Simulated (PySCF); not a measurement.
GeH5Si, SMILES [SiH3][GeH2] (connectivity only; charge and spin as stated), charge +1, multiplicity 1.

Coordinates come from a PBE-D3(BJ)/def2-TZVP optimisation. The spin state was assumed, not searched. The isomer is the one that the SMILES or the coordinates give; other isomers of the formula were not compared.

Calculation: TDA-ωB97X/def2-SVPD run with PySCF 2.14.0.

Vertical excitations. The molecule is in vacuum. State labels are in the subgroup Cs.

**Question.** Estimate the UV-visible absorptions. (Estimate from the structure and the level; the computed values follow.)

**Answer.** 
```json
[
 {"state": "S1", "symmetry": "A'", "energy (eV)": "3.88", "λ (nm)": "320", "f": "0.006", "main pairs": "HOMO→LUMO 97 %"},
 {"state": "S2", "symmetry": "A\"", "energy (eV)": "4.98", "λ (nm)": "249", "f": "0.000", "main pairs": "HOMO−1→LUMO 50 %, HOMO−3→LUMO 49 %"},
 {"state": "S3", "symmetry": "A\"", "energy (eV)": "6.20", "λ (nm)": "200", "f": "0.003", "main pairs": "HOMO−3→LUMO 50 %, HOMO−1→LUMO 49 %"},
 {"state": "S4", "symmetry": "A'", "energy (eV)": "6.21", "λ (nm)": "200", "f": "0.041", "main pairs": "HOMO−2→LUMO 94 %"},
 {"state": "S5", "symmetry": "A\"", "energy (eV)": "8.35", "λ (nm)": "149", "f": "0.035", "main pairs": "HOMO→LUMO+2 79 %"},
 {"state": "S6", "symmetry": "A'", "energy (eV)": "8.36", "λ (nm)": "148", "f": "0.612", "main pairs": "HOMO→LUMO+1 80 %"},
 {"state": "S7", "symmetry": "A\"", "energy (eV)": "8.72", "λ (nm)": "142", "f": "0.007", "main pairs": "HOMO−1→LUMO+1 77 %"},
 {"state": "S8", "symmetry": "A'", "energy (eV)": "8.81", "λ (nm)": "141", "f": "0.099", "main pairs": "HOMO−2→LUMO+1 85 %"},
 {"state": "S9", "symmetry": "A'", "energy (eV)": "9.39", "λ (nm)": "132", "f": "0.022", "main pairs": "HOMO→LUMO+4 80 %"},
 {"state": "S10", "symmetry": "A\"", "energy (eV)": "9.43", "λ (nm)": "131", "f": "0.002", "main pairs": "HOMO−2→LUMO+2 75 %"},
 {"state": "T1", "symmetry": "A'", "energy (eV)": "3.18", "λ (nm)": "390", "f": "0", "main pairs": "HOMO→LUMO 98 %"},
 {"state": "T2", "symmetry": "A\"", "energy (eV)": "4.51", "λ (nm)": "275", "f": "0", "main pairs": "HOMO−3→LUMO 57 %, HOMO−1→LUMO 42 %"},
 {"state": "T3", "symmetry": "A'", "energy (eV)": "5.71", "λ (nm)": "217", "f": "0", "main pairs": "HOMO−2→LUMO 97 %"},
 {"state": "T4", "symmetry": "A\"", "energy (eV)": "6.04", "λ (nm)": "205", "f": "0", "main pairs": "HOMO−1→LUMO 56 %, HOMO−3→LUMO 41 %"}
]
```
Triplets are in the Tamm–Dancoff approximation.
